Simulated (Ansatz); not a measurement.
cis-PtH2(AsH3)2 (As2PtH8). Total charge 0; singlet. Geometry PBE0-D4/def2-SVP; atoms count from 1.

```xyz
11

Pt    0.884   -0.486    0.499
H     1.785   -1.786    0.382
H     1.908   -0.227    1.683
As   -0.203    1.626    1.040
H    -1.417    2.193    0.322
H     0.633    2.886    0.981
H    -0.728    1.822    2.445
As   -0.432   -1.285   -1.389
H    -1.068   -2.655   -1.289
H     0.282   -1.511   -2.703
H    -1.644   -0.576   -1.972
```

In the def2 sets Pt takes a core potential; there is no spin–orbit coupling.

Estimate the Mulliken populations from the PBE0/def2-TZVP orbitals of Ansatz.


| atom | charge (e) | d electrons |
| --- | --- | --- |
| Pt1 | -0.18 | 8.85 |
| H2 | -0.01 | – |
| H3 | -0.01 | – |
| As4 | -0.13 | – |
| H5 | 0.07 | – |
| H6 | 0.08 | – |
| H7 | 0.08 | – |
| As8 | -0.13 | – |
| H9 | 0.08 | – |
| H10 | 0.08 | – |
| H11 | 0.07 | – |
Mulliken values depend strongly on the basis.

And the Mayer bond orders between heavy atoms (over 0.3)?

Pt1–As4 0.60 (2.44 Å); Pt1–As8 0.60 (2.44 Å).
